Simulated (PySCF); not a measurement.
## Mg: excitation energy

Mg [Ne] 3s2 (1S) → Mg [Ne] 3s1 3p1 (3P), as a difference of total energies. Calculation: PySCF 2.14, in aug-cc-pCVTZ-DK with one added diffuse shell each of s, p, d, f type (9s8p6d4f, 91 functions); the spin-free X2C one-electron Hamiltonian (Gaussian nucleus). Correlated levels: valence: [Ne] frozen; valence and next inner shell: 1s2 frozen; nothing frozen. The calculations carry no spin-orbit coupling.

```
                                method  excitation energy (cm⁻¹)  error (cm⁻¹)
                                   UHF                     14549         -7342
                                   LDA                     22320          +429
                                   PBE                     21151          -740
                                  PBE0                     20425         -1466
                                r2SCAN                     19231         -2660
                                  TPSS                     20730         -1160
                                PBEsol                     20862         -1029
                                B2PLYP                     21993          +102
                         MP2 (valence)                     19261         -2630
                     SCS-MP2 (valence)                     20654         -1237
    MP2 (valence and next inner shell)                     20253         -1638
SCS-MP2 (valence and next inner shell)                     21410          -480
                   MP2 (all electrons)                     20235         -1656
               SCS-MP2 (all electrons)                     21399          -491
```

Reference: 21891 cm⁻¹ (measured; NIST levels, between the centres of gravity of the two terms).

Errors of the correlated levels include the incompleteness of this basis and the frozen core.
